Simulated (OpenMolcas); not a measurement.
## O: CASPT2 settings compared

```yaml
Program: OpenMolcas
Basis: ANO-RCC-VDZ [3s2p]
Scalar_Hamiltonian: X2C, point nucleus
Active_space: 6 electrons in 4 orbitals (2s 2p)
State_averaging: 2S+1 = 3 even, 3 roots; 2S+1 = 1 even, 6 roots
Spin-orbit_coupling: state interaction with AMFI integrals over the reference wave functions, term energies averaged over their components
```

Methods on the same reference wave functions:
A. CASSCF
B. SS-CASPT2, IPEA 0.35 Eh, real shift 0.05 Eh (closed shells correlated: 1s)
C. SS-CASPT2, IPEA 0.15 Eh, real shift 0.2 Eh (closed shells correlated: 1s)
D. SS-CASPT2, IPEA 0.15 Eh, no level shift (closed shells correlated: 1s)

Energies in cm⁻¹ above 2s² 2p⁴ ³P₂, the measured ground level; measured values from NIST Handbook of Basic Atomic Spectroscopic Data.

| Level | A | B | C | D | Measured |
| --- | --- | --- | --- | --- | --- |
| 2s² 2p⁴ ³P₂ | 0.0 | 0.0 | 0.0 | 0.0 | 0.0 |
| 2s² 2p⁴ ³P₁ | 152 | 152 | 152 | 152 | 158 |
| 2s² 2p⁴ ³P₀ | 226 | 226 | 226 | 226 | 227 |
| 2s² 2p⁴ ¹D₂ | 17607 | 17420 | 17470 | 17470 | 15868 |
| 2s² 2p⁴ ¹S₀ | 31858 | 30570 | 30450 | 30440 | 33793 |

Deviations, from unrounded energies. A percentage is the sum of absolute deviations over the sum of measured energies, with the sign that they share, or ± where signs differ.

| Against measurement | Levels | A | B | C | D |
| --- | --- | --- | --- | --- | --- |
| mean absolute deviation (cm-1) | 4 | 920 | 1200 | 1200 | 1200 |
| fine structure of the ground term (%) | 2 | -1.9 | -1.9 | -1.9 | -1.9 |
| other terms of the ground configuration (%) | 2 | ±7.4 | ±9.6 | ±10.0 | ±10.0 |

A lies closest to measurement on these levels and D furthest from it. The largest miss of A in the table is 2s² 2p⁴ ¹S₀, by -1900 cm-1. The ranking rests on the paired levels alone, and a cruder setting can come out closer through cancelling errors.

Among B to D the level of the table that moves most is 2s² 2p⁴ ¹S₀, by 120 cm-1 (lowest in D, highest in B). Moves below CASPT2's spread within the term are not significant.

From A to B the spin-free energies of the other terms of 2s² 2p⁴ shown, above ³P, scale by factors of 0.96 to 0.99.

The lowest spin-free term lies below A's lowest term by 0.048 hartree in B, 0.049 hartree in C, 0.049 hartree in D.

CASPT2 breaks the degeneracy within a term, and the mean is taken; among the terms shown or strongly mixed into the levels shown the widest spread is 42 cm-1 (2s² 2p⁴ ¹D, B). Without dynamic correlation excited terms often stand tens of per cent too high (terms of higher spin than the ground term too low), and those without a measured partner can miss by more than the paired ones (holds for A). Measured partners are found by configuration, term and J. A level has none where our copy of the source lacks it or the pairing is in doubt (some pairs that miss far off the trend of their configuration count as doubtful), and it then counts in no deviation. Levels of configurations outside the active space are missing.
